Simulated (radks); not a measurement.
Results of a calculation; reference values are marked as such.
Species: Os2+. Configuration: [Kr] 4d10 4f14 5s1.5 5p6 5d6 5f0.5 (fractional occupations, a model configuration). Level of theory: scalar-relativistic Kohn-Sham, PBE, spin-polarised, spherical densities, finite nucleus; open shells are filled with parallel spins first (spin-orbit coupling, left out, can overturn this in heavy ions); Fermi nuclear charge, rms radius 5.4126 fm (a radial shooting solver on a logarithmic mesh with Libxc functionals).

Normalised radial functions P(r) = r R(r), r in bohr:

r          5p down    5f up
0.0009204   0.0017   0.0000
0.001267    0.0030   0.0000
0.001759    0.0051   0.0000
0.002443    0.0088   0.0000
0.003364    0.0149   0.0000
0.004669    0.0253   0.0000
0.006482    0.0424   0.0000
0.008998    0.0696   0.0000
0.01239     0.1089   0.0000
0.0172      0.1634   0.0000
0.02388     0.2256   0.0001
0.03289     0.2715   0.0003
0.04565     0.2588   0.0010
0.06337     0.1312   0.0028
0.08727    -0.1108   0.0067
0.1211     -0.3532   0.0150
0.1682     -0.3306   0.0287
0.2335      0.0856   0.0458
0.3215      0.5311   0.0580
0.4463      0.4198   0.0549
0.6196     -0.3187   0.0303
0.8532     -0.9792  -0.0121
1.184      -1.0287  -0.0704
1.644      -0.6059  -0.1440
2.264      -0.2166  -0.2343
3.143      -0.0411  -0.3409
4.364      -0.0035  -0.4239
6.057      -0.0001  -0.4171
8.342      0.0000  -0.2675
11.58      0.0000  -0.0939
16.08      0.0000  -0.0134

5p down: eigenvalue -71.196 eV, 3 radial nodes at r = 0.0764, 0.221, 0.547 bohr, <r> = 1.16 bohr, 90 % of the charge inside 1.68 bohr. 5f up: eigenvalue -5.807 eV, 1 radial node at r = 0.787 bohr, <r> = 5.69 bohr, 90 % of the charge inside 8.55 bohr.
